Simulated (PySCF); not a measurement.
Species: CH₂GaNS.
Geometry (PBE0-D3(BJ)/def2-SVP, Å), atoms numbered from 1 in this order:
```
atom  x, y, z in Å
Ga1    0.679    1.184    0.001
H2     2.226    1.035    0.044
H3    -0.213    2.457   -0.038
N4    -0.247   -0.407   -0.014
C5    -0.835   -1.447   -0.003
S6    -1.611   -2.823    0.010
```

Computed with TDDFT CAM-B3LYP/def2-SVPD, vertical, gas phase, core orbitals frozen in the response (PySCF 2.14.0, density-fitted response routines). Relativistic effects, spin–orbit coupling among them, are left out although an element past zinc is present.

Kohn–Sham orbitals with the atoms that hold most of them (Löwdin shares over 4%, at most four atoms; ? is withheld):

```json
{"orbital": "LUMO+2", "ε (eV)": "0.99", "atoms": "S6 29%, C5 27%, N4 21%, Ga1 15%"}
{"orbital": "LUMO+1", "ε (eV)": "0.63", "atoms": "Ga1 71%, S6 10%, H2 6%, H3 6%"}
{"orbital": "LUMO", "ε (eV)": "-1.42", "atoms": "?"}
{"orbital": "HOMO", "ε (eV)": "?", "atoms": "?"}
{"orbital": "HOMO-1", "ε (eV)": "-8.60", "atoms": "S6 57%, N4 20%, C5 20%"}
{"orbital": "HOMO-2", "ε (eV)": "-10.90", "atoms": "Ga1 37%, H3 25%, H2 24%, S6 5%"}
{"orbital": "HOMO-3", "ε (eV)": "-12.82", "atoms": "Ga1 36%, H3 17%, H2 17%, N4 16%"}
```

Task: Which atoms hold the HOMO, and with what shares?

Result: S6 (bonded to C) 56%; N4 (bonded to C and Ga) 20%; C5 (bonded to N and S) 18%.

Task: Which atoms hold the LUMO, and with what shares?

Result: Ga1 (bonded to N and 2 H) 58%; N4 (bonded to C and Ga) 10%; H3 (bonded to Ga) 9%; H2 (bonded to Ga) 9%. By element: gallium 58%, hydrogen 18%, nitrogen 10%.

Task: What is the HOMO energy, and the HOMO–LUMO gap?

Result: ε(HOMO) = -8.40 eV; the gap is 6.98 eV (0.2564 hartree).

Task: The HOMO–LUMO gap is 6.98 eV. Where does the response calculation put the lowest singlet, and from which orbitals?

Result: S1 is at 3.92 eV (f = 0.0000), 3.06 eV below the gap, made of HOMO→LUMO (89%), HOMO→LUMO+5 (8%). 

Task: One configuration dominates each of S1, S2 and S4. Which, and how do the shares of the two leading atoms of either orbital change from the occupied to the empty one?

Result: 
- S1 (3.92 eV, f 0.0000), HOMO→LUMO (89%): S6 56% → at most 9%, N4 20% → 10%, Ga1 at most 4% → 58%
- S2 (4.59 eV, f 0.125), HOMO-1→LUMO (80%): S6 57% → at most 9%, N4 20% → 10%, Ga1 at most 4% → 58%
- S4 (5.77 eV, f 0.0000), HOMO-2→LUMO (73%): Ga1 37% → 58%, H3 25% → 9%, N4 at most 5% → 10%

Löwdin shares depend on the basis, the more so with diffuse functions.
